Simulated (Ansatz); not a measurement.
Geometry optimisation, Ansatz 0.2.0, RKS PBE0/def2-SVP.

Input file:

```yaml
crystal:
  periodic: [false, false, false]
  atoms:
    - { symbol: W, position_ang: [0.0, 0.0, 0.0] }
    - { symbol: H, position_ang: [0.9528, 0.0, 1.6669] }
    - { symbol: H, position_ang: [1.6669, 0.0, 0.9528] }
    - { symbol: H, position_ang: [0.0, 1.72, 0.0] }
    - { symbol: H, position_ang: [-1.72, 0.0, 0.0] }
    - { symbol: H, position_ang: [0.0, -1.72, 0.0] }
    - { symbol: H, position_ang: [0.0, 0.0, -1.72] }
basis:
  gaussian: { orbitals: def2-SVP }
hamiltonian:
  xc: pbe0
relax:
  f_tol: 0.15
  max_steps: 25
  restrain:
    - { distance: [1, 2], at: 1.86, k: 30.0 }
    - { distance: [0, 1], at: 1.72, k: 30.0 }
    - { distance: [0, 2], at: 1.72, k: 30.0 }
output:
  orbitals: {}
```

Launched with:

```bash
$ ansatz run input.yaml --threads 1 --pin off --max-ram 2048MiB --backend cpu --events-out ev --progress --plain --runs-dir out
```

**Question.** Where does it end, and by what steps?

**Answer.** It converged. The restraints hold the end off the free minimum. After 12 steps the energy has fallen by 3.499 eV (the restraints' own energy left out); H5 moved furthest, 1.12 Å.

| step | energy less start (eV) | largest force component (eV/Å) | accepted |
| --- | --- | --- | --- |
| 0 | 0.0000 | 3.152 | yes |
| 1 | 1.0048 | 2.503 | yes |
| 2 | 0.4234 | 1.717 | yes |
| 3 | -1.0918 | 1.467 | yes |
| 4 | -2.1139 | 1.198 | yes |
| 5 | -2.8540 | 0.737 | yes |
| 6 | -3.2241 | 0.198 | yes |
| 7 | -3.3602 | 0.290 | yes |
| 8 | -3.4253 | 0.665 | yes |
| 9 | -3.4513 | 1.076 | yes |
| 10 | -3.4549 | 0.428 | yes |
| 11 | -3.4939 | 0.420 | yes |
| 12 | -3.4990 | 0.376 | yes |

```xyz
7
Properties=species:S:1:pos:R:3
W 0.082 0.000 0.082
H 0.444 -0.017 1.755
H 1.755 0.017 0.444
H -0.542 1.455 -0.508
H -1.399 -0.031 1.067
H -0.508 -1.455 -0.542
H 1.067 0.031 -1.399
```

Time of the run: 28 s on 1 thread of Arm Neoverse V2 (shared host), peak memory 0.12 GiB.
